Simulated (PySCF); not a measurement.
**A search over the determinants of MgGa⁺**

Unrestricted PBE0; basis Mg def2-SVP, Ga def2-SVP; no relativity; PySCF 2.14. Outer shells of the fragments: Mg 3s2; Ga+ 3d10 4s2.

Followed along the bond (rough minima from three points):

```json
{"2Ms+1": "1", "unpaired": "none", "⟨S²⟩ at the start": "0.00", "R at minimum (Å)": "3.13", "Te (eV)": "0.00"}
{"2Ms+1": "3", "unpaired": "σ ↑, π ↑", "⟨S²⟩ at the start": "2.01", "R at minimum (Å)": "2.73", "Te (eV)": "1.80"}
```

Solutions found at the starting distance of 2.660 Å, counted from the lowest of them; the search is not exhaustive and high or unbound solutions are not listed, so other states can lie among these:

| 2Ms+1 | unpaired | term | E (eV) | ⟨S²⟩ | ⟨Lz²⟩ | μ (D) |
| --- | --- | --- | --- | --- | --- | --- |
| 1 | none | ¹Σ⁺ | 0.00 | 0.00 | 0.00 | -4.39 |
| 3 | σ ↑, π ↑ | ³Π | 1.54 | 2.01 | 1.00 | -5.93 |
| 3 | σ ↑↑ | ³Σ⁺ | 1.72 | 2.00 | 0.00 | -2.50 |
| 1 | σ ↑, π ↓ | mixed | 1.81 | 1.01 | 1.00 | -6.00 |
| 3 | π ↑↑ | ³Σ⁻ | 4.27 | 2.00 | 0.00 | -7.76 |
| 1 | π ↑↓ | mixed | 4.46 | 1.01 | 2.01 | -7.64 |
| 1 | none | mixed | 4.98 | 0.00 | 2.00 | -7.20 |
| 3 | π ↑↑ | mixed | 6.12 | 2.01 | 2.01 | -4.52 |
| 3 | σ ↑, δ ↑ | ³Δ | 8.10 | 2.01 | 4.00 | -1.75 |
| 1 | σ ↑, δ ↓ | mixed | 8.30 | 1.00 | 4.00 | -2.16 |

A term symbol is given only where ⟨S²⟩ and ⟨Lz²⟩ are close to those of a pure state; real π, δ and φ orbitals otherwise mix terms. A positive dipole points towards Ga; it is taken about the centre of mass and depends on that origin.

Q: Compare the gap between the two lowest followed solutions at the starting distance with the gap between their minima.

A: At PBE0 the second solution (triplet, unpaired electrons σ ↑, π ↑) lies +1.54 eV from the first (singlet, closed shell) at 2.660 Å and +1.80 eV at the minima; the two curves relax by different amounts, since their minima lie near 2.73 and 3.13 Å.

Counting both spins, an empty level lies below a filled one in some of these solutions, because spin and occupation are held.
